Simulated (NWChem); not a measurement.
System: C4H4F2; SMILES CC#CC(F)F

The following NWChem deck was run.

```
start job
memory heap 200 mb stack 900 mb global 1100 mb
geometry units angstroms noautoz
  C      2.889790     0.584680     0.022065
  C      1.444606     0.393568    -0.023541
  C      0.249216     0.222781    -0.056011
  C     -1.201302     0.070436    -0.114440
  F     -1.700828    -0.245880     1.120530
  F     -1.543367    -0.942947    -0.969210
  H      3.185959     1.118287     0.932831
  H      3.237718     1.168597    -0.838076
  H      3.414205    -0.377816     0.010533
  H     -1.709038     0.979746    -0.455974
end
basis spherical
  * library def2-tzvp
end
dft
  xc hfexch
  iterations 150
  semidirect filesize 400000000
  mulliken
end
task dft energy
```

Output (shortened):

```
             Northwest Computational Chemistry Package (NWChem) 7.3.0
             --------------------------------------------------------

 C1  symmetry detected

                             Geometry "geometry" -> ""
                             -------------------------

 Output coordinates in angstroms (scale by  1.889725989 to convert to a.u.)

  No.       Tag          Charge          X              Y              Z
 ---- ---------------- ---------- -------------- -------------- --------------
    1 C                    6.0000     0.00007598     2.96252207    -0.13787058
    2 C                    6.0000    -0.00047164     1.51432537     0.03500659
    3 C                    6.0000     0.00003507     0.31333652     0.16464178
    4 C                    6.0000    -0.00003003    -1.13058233     0.37847292
    5 F                    9.0000     1.10424605    -1.70091631    -0.19600634
    6 F                    9.0000    -1.10430769    -1.70074978    -0.19604013
    7 H                    1.0000     1.00917654     3.37191928    -0.01115352
    8 H                    1.0000    -0.65427572     3.44753819     0.59591325
    9 H                    1.0000    -0.35197255     3.23916158    -1.13840795
   10 H                    1.0000    -0.00002985    -1.40123403     1.44056221

 Effective nuclear repulsion energy (a.u.)     210.8651723598

  xc_inp: hfexch multiplicative factor not found.

                                 NWChem DFT Module
                                 -----------------

 Summary of "ao basis" -> "ao basis" (spherical)
 ------------------------------------------------------------------------------
       Tag                 Description            Shells   Functions and Types
 ---------------- ------------------------------  ------  ---------------------
 C                         def2-tzvp                11       31   5s3p2d1f
 F                         def2-tzvp                11       31   5s3p2d1f
 H                         def2-tzvp                 4        6   3s1p

            General Information
            -------------------
          SCF calculation type: DFT
          Wavefunction type:  closed shell.
          No. of atoms     :    10
          No. of electrons :    46
           Alpha electrons :    23
            Beta electrons :    23
          Charge           :     0
          Spin multiplicity:     1
          Use of symmetry is: off; symmetry adaption is: off
          Maximum number of iterations: 150
          AO basis - number of functions:   210
                     number of shells:    82
          Convergence on energy requested:  1.00D-06
          Convergence on density requested:  1.00D-05
          Convergence on gradient requested:  5.00D-04

              XC Information
              --------------
                     Hartree-Fock (Exact) Exchange  1.000

      Superposition of Atomic Density Guess
      -------------------------------------

 Sum of atomic energies:        -351.52070634

      Non-variational initial energy
      ------------------------------

 Total energy =    -354.233033
 1-e energy   =    -900.809423
 2-e energy   =     335.711217
 HOMO         =      -0.327153
 LUMO         =       0.030689

------------------------------------------------------------
EAF file 0: "./job.aoints.0" size=671088640 bytes
------------------------------------------------------------
               write      read    awrite     aread      wait
               -----      ----    ------     -----      ----
     calls:     1280         0         0         0         0
   data(b): 6.71e+08  0.00e+00  0.00e+00  0.00e+00
   time(s): 0.00e+00  0.00e+00  0.00e+00  0.00e+00  0.00e+00
rate(mb/s): 0.00e+00  0.00e+00
------------------------------------------------------------

     ---------------------------------------------
      Total Density - Mulliken Population Analysis
     ---------------------------------------------

    Atom       Charge   Shell Charges
 -----------   ------   -------------------------------------------------------
    1 C    6     6.47   0.86  1.12  0.54  0.65  0.20  1.24  1.38  0.43  0.01  0.03  0.00
    2 C    6     5.97   0.86  1.12  0.59  0.66  0.06  1.17  1.16  0.29  0.02  0.04  0.01
    3 C    6     6.22   0.86  1.12  0.59  0.70  0.09  1.25  1.25  0.32  0.02  0.01  0.01
    4 C    6     5.24   0.85  1.13  0.49  0.58  0.15  0.84  0.88  0.14  0.04  0.13  0.02
    5 F    9     9.38   0.77  1.20  0.61  1.00  0.31  2.33  2.31  0.84  0.00  0.01  0.00
    6 F    9     9.38   0.77  1.20  0.61  1.00  0.31  2.33  2.31  0.84  0.00  0.01  0.00
    7 H    1     0.80   0.24  0.43  0.12  0.02
    8 H    1     0.81   0.24  0.43  0.12  0.02
    9 H    1     0.81   0.24  0.43  0.12  0.02
   10 H    1     0.92   0.25  0.47  0.17  0.02

   convergence    iter        energy       DeltaE   RMS-Dens  Diis-err
 ---------------- ----- ----------------- --------- --------- ---------
 d= 0,ls=0.0,diis     1   -352.6387600715 -5.64D+02  9.87D-03  9.84D-01
 d= 0,ls=0.0,diis     2   -352.7311505641 -9.24D-02  1.56D-03  3.07D-01
 d= 0,ls=0.0,diis     3   -352.7558788976 -2.47D-02  9.70D-04  1.19D-02
 d= 0,ls=0.0,diis     4   -352.7575027771 -1.62D-03  2.16D-04  1.82D-03
 d= 0,ls=0.0,diis     5   -352.7577417693 -2.39D-04  1.13D-04  1.36D-04
  Resetting Diis
 d= 0,ls=0.0,diis     6   -352.7577610121 -1.92D-05  3.35D-05  1.17D-05
 d= 0,ls=0.0,diis     7   -352.7577634790 -2.47D-06  8.94D-06  8.37D-07
 d= 0,ls=0.0,diis     8   -352.7577636320 -1.53D-07  3.02D-06  2.10D-07

         Total DFT energy =     -352.757763632039
      One electron energy =     -903.983708470353
           Coulomb energy =      382.662757934900
    Exchange-Corr. energy =      -42.301985456432
 Nuclear repulsion energy =      210.865172359846

 Numeric. integr. density =        0.000000000000

                       DFT Final Molecular Orbital Analysis
                       ------------------------------------

 Vector   21  Occ=2.000000D+00  E=-5.614422D-01
              MO Center= -1.5D-03, -1.2D+00,  3.0D-01, r^2= 2.2D+00
   Bfn.  Coefficient  Atom+Function         Bfn.  Coefficient  Atom+Function
  ----- ------------  ---------------      ----- ------------  ---------------
    66      0.426763   3 C  s                35     -0.266100   2 C  s
    36      0.256874   2 C  s               206     -0.220238  10 H  s
    67     -0.216912   3 C  s               132      0.209165   5 F  pz
   163      0.209161   6 F  pz              101     -0.187890   4 C  pz
   135      0.184275   5 F  pz              166      0.184279   6 F  pz

 Vector   22  Occ=2.000000D+00  E=-4.074043D-01
              MO Center=  2.3D-02,  9.9D-01,  9.7D-02, r^2= 2.0D+00
   Bfn.  Coefficient  Atom+Function         Bfn.  Coefficient  Atom+Function
  ----- ------------  ---------------      ----- ------------  ---------------
    68      0.290230   3 C  px               71      0.273471   3 C  px
    37      0.261901   2 C  px               40      0.244629   2 C  px
    43      0.145232   2 C  px               74      0.132654   3 C  px
   188     -0.099569   7 H  s                 6     -0.087336   1 C  px
     9     -0.074068   1 C  px              194      0.065605   8 H  s

 Vector   23  Occ=2.000000D+00  E=-4.037970D-01
              MO Center= -2.3D-02,  9.8D-01,  9.3D-02, r^2= 2.1D+00
   Bfn.  Coefficient  Atom+Function         Bfn.  Coefficient  Atom+Function
  ----- ------------  ---------------      ----- ------------  ---------------
    70      0.281515   3 C  pz               39      0.264352   2 C  pz
    73      0.263957   3 C  pz               42      0.246232   2 C  pz
    76      0.146758   3 C  pz               45      0.144806   2 C  pz
   200      0.095285   9 H  s                 8     -0.086272   1 C  pz
   194     -0.077315   8 H  s               206     -0.077506  10 H  s

 Vector   24  Occ=0.000000D+00  E= 1.300915D-01
              MO Center= -4.0D-03,  3.2D+00, -1.3D-01, r^2= 6.8D+00
   Bfn.  Coefficient  Atom+Function         Bfn.  Coefficient  Atom+Function
  ----- ------------  ---------------      ----- ------------  ---------------
     5      8.799069   1 C  s                36     -5.371171   2 C  s
   201     -2.207215   9 H  s               189     -2.131495   7 H  s
   195     -2.115389   8 H  s                98      2.053211   4 C  s
    75      1.762970   3 C  py               44     -1.626764   2 C  py
    66     -1.328058   3 C  s                35      1.243902   2 C  s

 Vector   25  Occ=0.000000D+00  E= 1.495842D-01
              MO Center= -4.5D-02,  9.8D-02,  6.5D-01, r^2= 7.5D+00
   Bfn.  Coefficient  Atom+Function         Bfn.  Coefficient  Atom+Function
  ----- ------------  ---------------      ----- ------------  ---------------
    67      6.022524   3 C  s                36     -4.814152   2 C  s
    44      2.757025   2 C  py               75      2.161914   3 C  py
   207      1.887033  10 H  s                98     -1.297555   4 C  s
    35      1.032070   2 C  s               195     -0.973809   8 H  s
    66     -0.879320   3 C  s               107     -0.863110   4 C  pz

 Vector   26  Occ=0.000000D+00  E= 1.536584D-01
              MO Center=  9.7D-02,  1.0D+00,  2.2D-01, r^2= 5.4D+00
   Bfn.  Coefficient  Atom+Function         Bfn.  Coefficient  Atom+Function
  ----- ------------  ---------------      ----- ------------  ---------------
   189      1.154845   7 H  s               195     -0.820479   8 H  s
    12     -0.653258   1 C  px              105      0.558577   4 C  px
   129     -0.422050   5 F  s               160      0.396252   6 F  s
    43     -0.390676   2 C  px              201     -0.348624   9 H  s
    74      0.327751   3 C  px               37     -0.227842   2 C  px

[...]
```

Level: Hartree-Fock/def2-TZVP. The geometry was optimised at B3LYP/6-31G* (spherical d).
